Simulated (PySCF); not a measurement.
**Ionisation energy of Tl⁷⁹⁺ by level of theory**

Tl⁷⁹⁺ 1s2 (1S) → Tl⁸⁰⁺ 1s1 (2S), as a difference of total energies. All numbers are calculated (PySCF 2.14, the spin-free X2C one-electron Hamiltonian (Gaussian nucleus), in an even-tempered Gaussian basis (16 s from 260 bohr⁻², ratio 2.2; 7 p from 390 bohr⁻², ratio 2.4; 4 d from 1200 bohr⁻², ratio 2.4; 3 f from 1800 bohr⁻², ratio 2.4; 3 g from 2600 bohr⁻², ratio 2.4)). Correlated levels: nothing frozen; virtual orbitals above 40 to 60 times the deepest correlated orbital energy dropped. The calculations carry no spin-orbit coupling.

```
                 method  ionisation energy (eV)
                    UHF                 97048.1
                    LDA                 96946.7
                    PBE                 97059.8
                   PBE0                 97057.1
                 r2SCAN                 97063.0
                 revPBE                 97073.2
                r2SCAN0                 97059.5
    MP2 (all electrons)                 97050.3
SCS-MP2 (all electrons)                 97050.7
```

Problem. How much does correlation contribute at MP2 (all electrons)?

Solution. 97050.3 − (97048.1) = 2.2 eV, measured against UHF.

For this ion Breit and QED terms and the two-electron picture change, all absent here, outweigh the differences among the correlated methods.

For comparison: 96783.2 ± 0.3 eV (theoretical estimate listed by NIST; NIST Atomic Spectra Database, ionization energies).
